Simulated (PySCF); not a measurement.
Partial charges of `C/N=C/c1c[n-]nc1F`

C5H5FN3 (charge -1).
Cartesian coordinates in Å at the GFN2-xTB level; atoms count from 1:
```
atom  x, y, z in Å
C1     2.6538   -0.4100    0.1347
N2     1.4162    0.2701   -0.1351
C3     0.3277   -0.3425    0.1387
C4    -0.9639    0.1925   -0.0700
C5    -1.4136    1.4299   -0.5854
N6    -2.7308    1.4918   -0.5949
N7    -3.2305    0.3320   -0.1002
C8    -2.2045   -0.4233    0.2049
F9    -2.3696   -1.6692    0.7316
H10    2.7656   -0.6650    1.1984
H11    2.7477   -1.3442   -0.4373
H12    3.4766    0.2505   -0.1489
H13    0.3391   -1.3634    0.5698
H14   -0.8146    2.2504   -0.9383
```

Density: PBE0/pcSseg-1 (PySCF); schemes: Mulliken, IAO, Hirshfeld and ESP-fitted. One conformer (not necessarily the lowest) at the GFN2-xTB geometry, without solvent, vibrations or thermal averaging. GFN2-xTB frequencies show an imaginary mode (166i cm⁻¹), so this geometry is no minimum at that level. The pcSseg-1 basis has no diffuse functions, a weakness for an anion.

Task: Atoms with like bonding are taken together and averaged. At which atom do the 4 schemes differ most?

Result: At C8: from +0.052 (Hirshfeld) to +0.691 e (ESP-fitted), 0.639 e apart.

Task: For which atoms does the sign change between the 4 schemes (beyond +0.03 e in one, beyond −0.03 e in another)?

Result: C5. Atomic charges aren't observables, and each scheme defines them in its own way.

Task: Which atoms carry the lowest charge in the Mulliken, IAO, Hirshfeld and ESP-fitted schemes?

Result: The schemes don't all agree: Mulliken C4 (-0.498); IAO N2 (-0.375); Hirshfeld N7 (-0.262); ESP-fitted C4 (-0.653).

Task: What partial charge does each atom carry?

Result: In e; atoms taken as equivalent share a row and are averaged (×n: the atom named and its like, n in all):

```tsv
atom	environment	Mulliken	IAO	Hirshfeld	ESP-fitted
C1	N-methyl carbon	-0.105	-0.297	-0.096	-0.014
N2	imine nitrogen	-0.472	-0.375	-0.223	-0.538
C3	imine carbon	+0.182	+0.030	+0.005	+0.431
C4	substituted aromatic carbon	-0.498	-0.208	-0.121	-0.653
C5	aromatic CH next to a ring nitrogen	+0.146	-0.102	-0.078	+0.311
N6	two-coordinate ring nitrogen	-0.323	-0.281	-0.233	-0.462
N7	ring nitrogen	-0.345	-0.324	-0.262	-0.513
C8	aromatic C–F carbon	+0.460	+0.310	+0.052	+0.691
F9	aryl fluorine	-0.320	-0.306	-0.136	-0.328
H10/H11/H12	methyl hydrogen	+0.076	+0.115	+0.020	+0.027
H13	hydrogen on a C=N carbon	+0.018	+0.076	+0.013	+0.001
H14	aromatic hydrogen	+0.028	+0.132	+0.021	-0.009
```

Mean size of the charges over all atoms: ESP-fitted 0.288 e, Mulliken 0.223 e, IAO 0.199 e, Hirshfeld 0.093 e. Each set sums to the total charge, -1, to within 0.001 e. The ESP scheme is a least-squares fit of atom-centred charges to the potential on four shells outside the van der Waals surface, with the total charge fixed. The Hirshfeld scheme weights the molecular density at each point by an atom's share of the summed free-atom densities.

Some averages cover members that differ in this geometry: H10/H11/H12, ESP-fitted +0.018 to +0.046 e.

Task: Sum the charges by element, for elements with more than one atom.

Result: 
| element | atoms | Mulliken | IAO | Hirshfeld | ESP-fitted |
| --- | --- | --- | --- | --- | --- |
| C | 5 | +0.186 | -0.268 | -0.239 | +0.766 |
| N | 3 | -1.140 | -0.980 | -0.718 | -1.512 |
| H | 5 | +0.274 | +0.554 | +0.093 | +0.074 |

Task: How closely do the schemes follow one another over all atoms?

Result: Correlation coefficient and root-mean-square difference: Mulliken with ESP-fitted 0.97, 0.130 e; IAO with Hirshfeld 0.93, 0.125 e; Mulliken with IAO 0.87, 0.136 e; Mulliken with Hirshfeld 0.84, 0.191 e; Hirshfeld with ESP-fitted 0.78, 0.303 e; IAO with ESP-fitted 0.77, 0.254 e.

Task: How many electrons does the IAO scheme count on C1?

Result: Z − q = 6 − (-0.297) = 6.297.
